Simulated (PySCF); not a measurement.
## Electron correlation in Au²⁺ (gold, charge +2)

[Xe] 4f14 5d8 6p1, one real determinant (an excited configuration). Calculation: PySCF 2.14, in def2-TZVPPD with the def2 core potential (60 electrons); a scalar-relativistic core potential. Frozen: 5s2 5p6; 9 electrons correlated.

```tsv
level	correlation energy (mhartree)
CCSD	-217.68
(T)	-7.18
CCSD(T)	-224.86
```

Diagnostics: T1 = 0.0090, D1 = 0.0332, largest double amplitude 0.049.

Q: Is a single reference adequate?

A: Yes, within this model without spin-orbit coupling: T1 lies below 0.03 and no double amplitude reaches 0.07.

The reference is one real determinant that mixes LS terms of this configuration.
